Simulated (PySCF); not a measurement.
CH11NOSi3, SMILES CO[SiH2][SiH2]N[SiH3].

Coordinates come from a PBE0-D3(BJ)/def2-SVP optimisation. This is a generated structure with no PubChem entry under its InChIKey; it may be hypothetical. The values are those of a single conformer.

Two levels are set side by side: PBE/def2-TZVP (PySCF) and CAM-B3LYP/def2-TZVP (PySCF). Same geometry, gas phase. Differences are taken from unrounded values.

| quantity | PBE |
|---|---|
| orbital gap (eV) | 4.49 |
| highest occupied level (eV) | -5.99 |
| lowest empty level (eV) | -1.50 |
| dipole moment (D) | 1.31 |

These are the PBE values. What does CAM-B3LYP give? (An estimate is asked for; the answer gives what the named calculation found.)


```
quantity                     CAM-B3LYP  PBE minus CAM-B3LYP
---------------------------  ---------  -------------------
orbital gap (eV)                  8.92                -4.43
highest occupied level (eV)      -8.53                 2.54
lowest empty level (eV)           0.39                -1.89
dipole moment (D)                 1.40                -0.09
```

PBE's occupied levels lie high since its potential decays too fast outside the molecule; exact exchange lowers them and widens the gap. Differences between two approximate levels are no errors against the true value.

Rough cost on one machine, each run with all the roots and properties that it gave: CAM-B3LYP against PBE within a factor of 2.
